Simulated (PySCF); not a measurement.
A structure optimised at ωB97X-D3(BJ)/def2-SVP, used in a PySCF frequency run:

```xyz
8

O     -0.6554    -0.7430     1.9152
Si    -0.5447    -0.2968     0.3322
F     -1.9548    -0.6371    -0.3983
Se     1.1884    -1.4126    -0.5349
Se    -0.3087     1.9069    -0.0491
H     -1.3874    -0.3702     2.4210
H      0.9780    -2.5510     0.3667
H      0.9614     1.9453     0.6834
```
Charge 0, spin multiplicity 1.

Write its SMILES and formula.

O[Si](F)([SeH])[SeH], FH3OSe2Si

What are its rotational constants (standard atomic weights)?

2.1526, 0.83110, 0.70820 GHz
